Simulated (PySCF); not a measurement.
**Computed data sheet: `CS[SiH2]O[SiH2][SiH2]Cl`**

Species: CH₉ClOSSi₃.
Z-matrix (Å and degrees, GFN2-xTB geometry), rows numbered from 1:
```
C 
S   1  1.8223
Si  2  2.1383  1   98.88
O   3  1.6027  2  107.76  1   178.56
Si  4  1.6335  3  161.10  2     9.63
Si  5  2.3069  4  107.81  3   -20.01
Cl  6  2.0342  5  108.09  4  -178.65
H   1  1.0844  2  107.03  3  -174.97
H   1  1.0850  2  109.66  3   -55.59
H   1  1.0852  2  109.65  3    65.73
H   3  1.4564  2  109.07  1    62.24
H   3  1.4565  2  109.39  1   -63.97
H   5  1.4680  4  103.64  3   103.66
H   5  1.4677  4  102.04  3  -143.75
H   6  1.4677  5  115.38  4   -61.39
H   6  1.4660  5  115.73  4    63.66
```

Some functional groups and rings: Si–H bond and siloxane link.

**GFN2-xTB geometry**

| Item | Value |
| --- | --- |
| Point group of the GFN2-xTB geometry | C1 |
| Rotational constants A, B, C of the GFN2-xTB geometry | 1.933, 0.436, 0.362 GHz |

**B3LYP/def2-SVPD ground state and vertical TDDFT (core frozen in the response) (PySCF)**

| Quantity | Value |
| --- | --- |
| Dipole moment | 2.79 D |
| HOMO energy | -6.79 eV |
| LUMO energy | -1.35 eV |
| HOMO–LUMO gap | 5.44 eV |
| Lowest singlet excitation | 4.56 eV (272 nm, f = 0.000) |
| Strongest line among the 8 lowest singlet transitions | S2 at 5.56 eV (223 nm, f = 0.018) |
| Lowest triplet excitation (Tamm–Dancoff) | 4.40 eV |
| Static isotropic polarisability | 129.6 au |
| Electronic spatial extent ⟨r²⟩ about the centre of nuclear charge | 2875 bohr² |

Monoisotopic mass from the formula: 187.9370 u.

In wavenumbers S1 is 36800 cm⁻¹ (1 eV = 8065.54 cm⁻¹). With B = h/(8π²I), that is 505.379 GHz u Å² over I, the principal moments of inertia are 261.5, 1158.0 and 1396.8 u Å² (most abundant isotopes). S1 lies 0.88 eV below the HOMO–LUMO gap; its leading configuration is HOMO→LUMO, weight 0.96. The polarisability is 19.21 Å³ as a volume (1 au = 0.148185 Å³), or 1.32 au for each of the 98 electrons. The largest Löwdin shares of the HOMO are 0.71 on S2, 0.10 on C1 and 0.09 on Si3. The principal polarisabilities are 103.7, 131.2 and 154.0 au; their mean is the isotropic value.

Isolated species at its GFN2-xTB geometry (one conformer only).
